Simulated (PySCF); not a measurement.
Species: `C#C[Si@](F)(C#CC)N[SiH3]`. The columns A, B, C and D hold Mulliken, IAO, Hirshfeld and ESP-fitted charges (e) of one PBE0/pcSseg-1 density (PySCF), in a shuffled order. Coordinates in Å (GFN2-xTB); the density's dipole moment is (0.84, -0.98, -1.89) D.

```csv
atom,x,y,z,A,B,C,D
C1,-1.307,3.163,-0.151,-0.067,-0.242,-0.164,-0.168
C2,-0.933,2.175,0.420,-0.154,-0.276,-0.360,-0.199
Si3,-0.368,0.639,1.279,+0.499,+1.083,+1.452,+1.225
F4,-0.117,0.991,2.839,-0.202,-0.348,-0.528,-0.409
C5,1.220,0.039,0.565,-0.189,-0.580,-0.421,-0.427
C6,2.257,-0.364,0.104,-0.007,+0.315,+0.033,-0.110
C7,3.506,-0.840,-0.444,-0.089,-0.564,-0.441,-0.161
N8,-1.613,-0.555,1.307,-0.332,-0.866,-0.956,-0.837
Si9,-2.496,-1.229,-0.020,+0.355,+0.515,+0.760,+0.621
H10,-1.634,4.034,-0.643,+0.102,+0.281,+0.206,+0.068
H11,3.352,-1.210,-1.458,+0.067,+0.194,+0.179,+0.157
H12,3.899,-1.648,0.173,+0.067,+0.191,+0.179,+0.157
H13,4.233,-0.029,-0.469,+0.067,+0.192,+0.179,+0.158
H14,-1.818,-0.926,2.220,+0.125,+0.395,+0.286,+0.230
H15,-3.230,-0.159,-0.701,-0.083,-0.097,-0.138,-0.093
H16,-3.396,-2.214,0.579,-0.074,-0.094,-0.124,-0.112
H17,-1.561,-1.854,-0.960,-0.084,-0.100,-0.142,-0.101
```

Which column most likely holds the ESP-fitted charges?

B. Σ q r misses the density's dipole by 0.06 D (B), 0.44 D (A), 1.86 D (C), 3.24 D (D). Charges fitted to the outside potential are the only set here that is tied to the molecule's multipoles.

And the Hirshfeld charges?

A. The mean sizes are 0.151 e (A), 0.308 e (D), 0.373 e (B), 0.385 e (C), and Hirshfeld charges are commonly the smallest of these schemes.

As computed, A = Hirshfeld, B = ESP-fitted, C = IAO, D = Mulliken. Hydrogens on carbon: Hirshfeld +0.07 to +0.10, ESP-fitted +0.19 to +0.28, IAO +0.18 to +0.21, Mulliken +0.07 to +0.16 e.

The IAO scheme projects the occupied orbitals on a minimal set of polarised atomic orbitals and counts the electrons in each atom's part of it. The Hirshfeld scheme weights the molecular density at each point by an atom's share of the summed free-atom densities.

Isolated species at its GFN2-xTB geometry (one conformer only). GFN2-xTB frequencies show an imaginary mode (54i cm⁻¹), so this geometry is no minimum at that level.

Shape of the structure used: `[CH:1]#[C:2][Si@:3]([F:4])([C:5]#[C:6][CH3:7])[NH:8][SiH3:9]`: C2–Si3–N8–Si9 55°.
